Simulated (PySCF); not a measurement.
**Working with the constants of SbH⁻**

UHF-CCSD(T) constants of SbH⁻, ²Π (doublet), unpaired electrons π ↑ (PySCF, scalar-relativistic core potentials, basis sets Sb def2-TZVPPD with ECP28, H def2-TZVPPD; masses 120.9038 and 1.0078 u):

* ωe: 1826.2 cm⁻¹
* ωexe: 36.8 cm⁻¹
* Be: 5.6706 cm⁻¹
* αe: 0.171 cm⁻¹
* D (centrifugal): 0.000219 cm⁻¹

Task: Give the vibrational terms G(v) and spacings up to v = 6.

Result: G(v) = ωe(v+½) − ωexe(v+½)².

```
v  G(v) (cm⁻¹)  G(v) − G(v−1)  Bv (cm⁻¹)
0          904                     5.585
1         2656           1753      5.414
2         4336           1679      5.243
3         5941           1605      5.072
4         7473           1532      4.901
5         8931           1458      4.730
6        10316           1385      4.559
```

Correlated steps freeze 4 core orbitals. These are scalar-relativistic numbers at best; spin–orbit coupling would shift them, the dissociation energy most. The state is the lowest determinant that a PBE0 search found; another state may lie lower at other levels.
